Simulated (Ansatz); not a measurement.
Spectroscopic constants of AsP+, multiplicity 4 (an upper state: multiplicity 2 came lower at CCSD(T)/def2-TZVPP on PBE0 minima). No spin–orbit coupling. As is treated without relativity.

The constants come from a fifth-degree fit in 1/R (seven points, main isotopes). In def2 and cc sets the state is the lowest found near the PBE0 minimum, followed along R.

Correlated levels freeze the inner cores; with def2 sets outer-core shells near the valence are correlated too.

The values were computed with Ansatz (Gaussian orbitals). Each number belongs to the level named beside it.

```csv
level,r_e (Å),ω_e (cm⁻¹),ω_e x_e (cm⁻¹)
PBE/def2-TZVPP,2.369,366,1.2
PBE0/def2-TZVPP,2.328,398,1.2
wB97X-V/def2-TZVPP,2.302,[?],1.1
CCSD/def2-TZVPP,2.320,403,1.1
CCSD(T)/def2-TZVPP,[?],[?],0.98
```

Problem. Some entries are withheld; supply them.

Solution. 
- CCSD(T)/def2-TZVPP, r_e (Å): 2.336
- CCSD(T)/def2-TZVPP, ω_e (cm⁻¹): 389
- wB97X-V/def2-TZVPP, ω_e (cm⁻¹): 424

Ansatz is a first-principles code.
